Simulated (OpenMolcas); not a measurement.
A calculation on Ge+.

```yaml
Program: OpenMolcas
Method: CASSCF
Basis: ANO-RCC-VTZP [6s5p3d1f]
Scalar_Hamiltonian: DKH2, point nucleus
Active_space: 1 electron in 3 orbitals (4p)
State_averaging: 2S+1 = 2 odd, 3 roots
Spin-orbit_coupling: state interaction with AMFI integrals over the reference wave functions, term energies averaged over their components
```

Question: Which level of the active space comes out lowest?

Answer: 4s² 4p ²P°_1/2, with 100 % of that term; it is also the measured ground level.

Question: How high does 4s² 4p ²P°_3/2 lie?

Answer: 0.1914 eV above the lowest level; measured 0.2191 eV above the ground level, so the calculation is off by -13 %.

Measured values: NIST Handbook of Basic Atomic Spectroscopic Data.

With one active electron the reference holds no correlation, so core polarisation is missing. Measured partners are found by configuration, term and J. A level has none where our copy of the source lacks it or the pairing is in doubt (some pairs that miss far off the trend of their configuration count as doubtful), and it then counts in no deviation. Levels of configurations outside the active space are missing.

° marks odd parity.
